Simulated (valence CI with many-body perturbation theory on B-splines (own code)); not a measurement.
**E1 line list for La LIII**

Calculated by configuration interaction combined with many-body perturbation theory (CI+MBPT): three valence electrons over a frozen Dirac-Fock core [He], a basis of 11 s, 11 p, 9 d, 7 f, 5 g, 2 h, 1 i functions for each j, with the one-electron correlation potential Σ1 (screened to all orders), the two-electron term Σ2, the three-electron term Σ3, Breit, model QED; selected single and double excitations, second order for the rest (own B-spline code, finite nucleus).

The last digits are not significant, and no measured levels were compared; by estimate large intervals hold to a few tenths of a per cent, small ones and those within an open d or f shell to about a per cent.

Lines 201 to 250 of 283 in falling wavelength, among levels below 6927.6 eV, chosen from the strongest by gf and those to the six lowest levels. Wavelengths and rates use the calculated energies. Electric multipoles are in the length gauge, E1 and E2 with the static RPA response of the core. Weak lines are less certain than strong ones. Lines between different terms over intervals too small for the method are left out, as are lines whose strength nearly cancels. The highest levels of a list are the least certain.

Levels are named by their leading jj configuration (3d3/2^4 stands for four electrons in 3d with j = 3/2), which in mixed levels can hold well under half, so a name can repeat and another be missing. Letters in brackets count levels of one name in rising energy.

```
λ vac (Å)                          Upper                       Lower   A (s⁻¹)  S (a.u.)
    2.052         (2s 2p1/2 3p1/2) J=3/2          (2s^2 2p1/2) J=1/2  2.01e+14  3.43e-03
    2.051  (2p1/2 2p3/2 3d5/2) J=3/2 [a]       (2p1/2^2 2p3/2) J=3/2  5.43e+13  9.26e-04
    2.051     (2s 2p3/2 3d5/2) J=3/2 [a]  (2s 2p1/2 2p3/2) J=3/2 [b]  9.20e+13  1.57e-03
    2.051     (2s 2p3/2 3d5/2) J=3/2 [a]      (2s 2p1/2 2p3/2) J=1/2  6.54e+13  1.11e-03
    2.051  (2p1/2 2p3/2 3d5/2) J=5/2 [a]       (2p1/2^2 2p3/2) J=3/2  3.62e+13  9.24e-04
    2.050         (2s 2p1/2 3d3/2) J=1/2          (2s 2p1/2^2) J=1/2  8.34e+14  7.10e-03
    2.050     (2s 2p3/2 3d3/2) J=3/2 [a]      (2s 2p1/2 2p3/2) J=5/2  1.47e+14  2.50e-03
    2.049  (2p1/2 2p3/2 3p1/2) J=3/2 [b]      (2s 2p1/2 2p3/2) J=1/2  3.25e+13  5.53e-04
    2.049     (2s 2p3/2 3d3/2) J=5/2 [a]      (2s 2p1/2 2p3/2) J=5/2  3.64e+14  9.27e-03
    2.046         (2s 2p3/2 3d3/2) J=7/2      (2s 2p1/2 2p3/2) J=5/2  4.83e+14  1.63e-02
    2.046     (2s 2p1/2 3d3/2) J=3/2 [b]          (2s 2p1/2^2) J=1/2  5.83e+14  9.87e-03
    2.044         (2s 2p3/2 3d5/2) J=1/2      (2s 2p1/2 2p3/2) J=1/2  9.52e+13  8.03e-04
    2.043  (2p1/2 2p3/2 3p1/2) J=3/2 [a]      (2s 2p1/2 2p3/2) J=5/2  7.83e+12  1.32e-04
    2.042     (2s 2p1/2 3p1/2) J=1/2 [b]          (2s^2 2p1/2) J=1/2  7.65e+13  6.43e-04
    2.041     (2s 2p3/2 3d3/2) J=5/2 [b]  (2s 2p1/2 2p3/2) J=3/2 [b]  4.36e+14  1.10e-02
    2.041      (2p1/2 2p3/2 3p1/2) J=5/2      (2s 2p1/2 2p3/2) J=5/2  1.34e+13  3.36e-04
    2.040          (2p1/2^2 3p1/2) J=1/2          (2s 2p1/2^2) J=1/2  5.37e+13  4.50e-04
    2.040     (2s 2p3/2 3d3/2) J=3/2 [b]  (2s 2p1/2 2p3/2) J=3/2 [b]  1.44e+14  2.41e-03
    2.040     (2s 2p3/2 3d3/2) J=3/2 [b]      (2s 2p1/2 2p3/2) J=1/2  1.79e+14  2.99e-03
    2.039      (2p1/2 2p3/2 3p1/2) J=1/2  (2s 2p1/2 2p3/2) J=3/2 [a]  5.61e+14  4.69e-03
    2.038     (2s 2p3/2 3d3/2) J=1/2 [b]      (2s 2p1/2 2p3/2) J=1/2  3.35e+14  2.80e-03
    2.038     (2s 2p3/2 3d3/2) J=3/2 [a]  (2s 2p1/2 2p3/2) J=3/2 [a]  4.64e+14  7.75e-03
    2.038     (2s 2p3/2 3d3/2) J=5/2 [a]  (2s 2p1/2 2p3/2) J=3/2 [a]  2.46e+14  6.17e-03
    2.035             (2s^2 3d3/2) J=3/2          (2s^2 2p1/2) J=1/2  4.28e+14  7.13e-03
    2.034     (2s 2p3/2 3d5/2) J=5/2 [a]      (2s 2p1/2 2p3/2) J=5/2  1.79e+12  4.45e-05
    2.033     (2s 2p3/2 3d5/2) J=3/2 [a]      (2s 2p1/2 2p3/2) J=5/2  1.39e+12  2.31e-05
    2.032         (2s 2p1/2 3d5/2) J=3/2          (2s 2p1/2^2) J=1/2  2.27e+12  3.77e-05
    2.032     (2s 2p3/2 3d3/2) J=1/2 [a]  (2s 2p1/2 2p3/2) J=3/2 [a]  9.88e+13  8.18e-04
    2.032  (2p1/2 2p3/2 3p1/2) J=3/2 [a]  (2s 2p1/2 2p3/2) J=3/2 [a]  2.72e+13  4.51e-04
    2.031  (2p1/2 2p3/2 3p1/2) J=3/2 [b]      (2s 2p1/2 2p3/2) J=5/2  1.15e+14  1.91e-03
    2.031         (2s 2p3/2 3p1/2) J=1/2          (2s^2 2p3/2) J=3/2  1.20e+14  9.95e-04
    2.031     (2s 2p3/2 3d5/2) J=7/2 [a]      (2s 2p1/2 2p3/2) J=5/2  2.34e+13  7.73e-04
    2.031     (2s 2p3/2 3p1/2) J=3/2 [b]          (2s^2 2p3/2) J=3/2  9.22e+13  1.52e-03
    2.030      (2p1/2 2p3/2 3p1/2) J=5/2  (2s 2p1/2 2p3/2) J=3/2 [a]  1.88e+12  4.66e-05
    2.024     (2s 2p3/2 3d3/2) J=5/2 [b]      (2s 2p1/2 2p3/2) J=5/2  1.67e+12  4.10e-05
    2.022     (2s 2p3/2 3d3/2) J=3/2 [b]      (2s 2p1/2 2p3/2) J=5/2  1.31e+12  2.14e-05
    2.022     (2s 2p3/2 3d5/2) J=3/2 [a]  (2s 2p1/2 2p3/2) J=3/2 [a]  1.70e+12  2.78e-05
    2.020  (2p1/2 2p3/2 3p1/2) J=3/2 [b]  (2s 2p1/2 2p3/2) J=3/2 [a]  1.28e+13  2.08e-04
    2.018  (2p1/2 2p3/2 3p3/2) J=1/2 [a]      (2s 2p1/2 2p3/2) J=1/2  1.02e+14  8.28e-04
    2.017  (2p1/2 2p3/2 3p3/2) J=3/2 [a]  (2s 2p1/2 2p3/2) J=3/2 [b]  7.03e+13  1.14e-03
    2.016  (2p1/2 2p3/2 3p3/2) J=3/2 [a]      (2s 2p1/2 2p3/2) J=1/2  5.65e+13  9.15e-04
    2.015     (2s 2p3/2 3d5/2) J=7/2 [b]      (2s 2p1/2 2p3/2) J=5/2  7.39e+12  2.39e-04
    2.014     (2s 2p3/2 3p3/2) J=3/2 [a]          (2s^2 2p3/2) J=3/2  8.20e+13  1.32e-03
    2.013     (2s 2p3/2 3d3/2) J=5/2 [b]  (2s 2p1/2 2p3/2) J=3/2 [a]  3.13e+12  7.55e-05
    2.012         (2p1/2 2p3/2 3s) J=1/2          (2s^2 2p3/2) J=3/2  8.83e+13  7.10e-04
    2.011     (2s 2p1/2 3p3/2) J=3/2 [a]          (2s^2 2p1/2) J=1/2  6.61e+13  1.06e-03
    2.011  (2p1/2 2p3/2 3p3/2) J=3/2 [b]      (2s 2p1/2 2p3/2) J=1/2  4.28e+13  6.86e-04
    2.010     (2s 2p3/2 3p3/2) J=5/2 [a]          (2s^2 2p3/2) J=3/2  9.40e+13  2.26e-03
    2.009         (2s 2p1/2 3p3/2) J=1/2          (2s^2 2p1/2) J=1/2  1.23e+14  9.84e-04
    2.009     (2p1/2 2p3/2 3s) J=3/2 [a]          (2s^2 2p3/2) J=3/2  3.54e+13  5.66e-04
```
